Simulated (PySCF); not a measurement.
## Computed properties of C₃H₆, SMILES C1CC1

C₃H₆, SMILES C1CC1. The structure is a stationary point at PBE0-D3(BJ)/def2-TZVP. Other conformers were not sampled. All values are computed for the isolated molecule unless a solvent is named; none is compared with measurement here.

**Structure.** The optimised structure has D3h symmetry. All 21 harmonic modes at PBE0-D3(BJ)/def2-TZVP (PySCF) are real, so it is a minimum. With heavy atoms numbered as in [CH2:1]1[CH2:2][CH2:3]1, the shortest bond between them is C1–C2 at 1.497 Å and the longest C1–C3 at 1.497 Å.

**Vibrations.** The strongest infrared lines (harmonic, unscaled, degenerate partners summed) lie at 3151 cm⁻¹ (45 km/mol, H 96 %), 915 cm⁻¹ (44 km/mol, C 74 %, H 26 %), 3250 cm⁻¹ (23 km/mol, H 89 %, C 11 %). The softest mode is at 741 cm⁻¹ and the zero-point energy is 51.2 kcal/mol.

**Electronic structure.** HF/def2-TZVPD (PySCF) places the frontier levels at -11.45 and 2.29 eV, a gap of 13.74 eV, and gives a dipole moment of 0.00 D and a mean polarisability of 34.6 bohr³. PBE/def2-TZVPD (PySCF) at the same geometry gives -7.08 and 0.05 eV, so its gap is 6.61 eV narrower. An orbital gap is neither the optical nor the fundamental gap.

**Excitations.** TDDFT-PBE0/def2-SVPD (PySCF) has S1 at 8.20 eV (151 nm, f = 0.002, dark); the most intense of the 10 singlets computed lies at 8.92 eV (f = 0.20). Strengths of degenerate partners are summed. T1 (TDA) is at 8.00 eV. TDDFT-PBE/def2-SVPD (PySCF) puts S1 at 7.57 eV. No vertical singlet excitation falls in the visible range (under 3.1 eV).

**NMR.** GIAO shifts at PBE0/pcSseg-1 (PySCF) (non-relativistic, atoms alike by connectivity averaged): ¹³C at -1.3 ppm against TMS; ¹H at 0.2 ppm against TMS.

**Solvation.** SMD-PBE0/def2-SVP (PySCF) gives 0.1 kcal/mol in water, -2.7 kcal/mol in cyclohexanone, -2.6 kcal/mol in methanol (1 M in both phases, gas-phase geometry); of these solvents cyclohexanone holds the molecule best.
